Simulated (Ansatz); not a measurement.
Ideal-gas functions of CHAlClNO, SMILES `N=[C]1[O][Al]1[Cl]` at 600 K and 1 bar, from an Ansatz frequency run at PBE0-D4/def2-TZVP.

Molar mass 105.46 g/mol, point group Cs (symmetry number 1), electronic degeneracy 1, moments of inertia 24.557, 359.719, 384.276 u Å². Harmonic wavenumbers (cm⁻¹, unscaled): 120, 125, 363, 377, 421, 675, 731, 827, 949, 1109, 1820, 3450.

Use S(trans) = R[1.5 ln M + 2.5 ln T − 1.1517]; rotational temperatures θ = 24.2544 K / I; S(rot) = R[ln(√π/σ · √(T³/θAθBθC)) + 1.5]; for each mode x = 1.438777 ν̃/T, S = R[x/(eˣ − 1) − ln(1 − e⁻ˣ)] and H = RT x/(eˣ − 1); 1 cm⁻¹ = 0.0119627 kJ/mol; R = 8.31446 J/(mol·K).

Q: By hand: the entropy, in J/(mol·K).

A: Translation 181.5. Rotation: θ = 0.9877, 0.0674, 0.0631 K, giving 119.8. Vibration, mode by mode: 18.70, 18.36, 9.73, 9.43, 8.58, 5.16, 4.64, 3.86, 3.07, 2.27, 0.57, 0.02, in all 84.4. Electronic 0.0. Sum 385.7 J/(mol·K).

Q: By hand: H − E and G − E in kJ/mol, counted from the electronic energy.

A: Zero-point energy ½ × 10967 × 0.0119627 = 65.6; thermal vibration 25.7; translation, rotation and pV give 4 RT = 20.0. H − E = 111.3 kJ/mol, and G − E = 111.3 − 600 × 385.7/1000 = -120.1 kJ/mol.

Vibration gives 22 % of the entropy, 37.1 J/(mol·K) of it from the modes under 150 cm⁻¹: soft modes count most, and the harmonic formula is weakest for them. The sum counts one conformer and one mirror image; others add a mixing term.
